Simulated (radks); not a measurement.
The numbers below are computed, except where a source is named.
The tantalum ion Ta12+ is in [Kr] 4d10 4f(5/2: 6, 7/2: 6) 5s2 5p(1/2: 1, 3/2: 0). Level of theory: Dirac Kohn-Sham, BLYP, spin-unpolarised, spherical densities, finite nucleus; Fermi nuclear charge, rms radius of each element as measured or else 0.836 A^(1/3) + 0.57 fm (a radial shooting solver on a logarithmic mesh with Libxc functionals). Sub-shells are occupied by j as written (lower j first in brackets). One electron is removed from 5s1/2, 5p1/2, 4f5/2, 4f7/2 in turn, with full relaxation. Which removal costs least, and what does each cost?

Answer. 5p1/2 252.96 eV; 4f7/2 264.13 eV; 4f5/2 266.53 eV; 5s1/2 285.58 eV. The 5p1/2 electron leaves first.
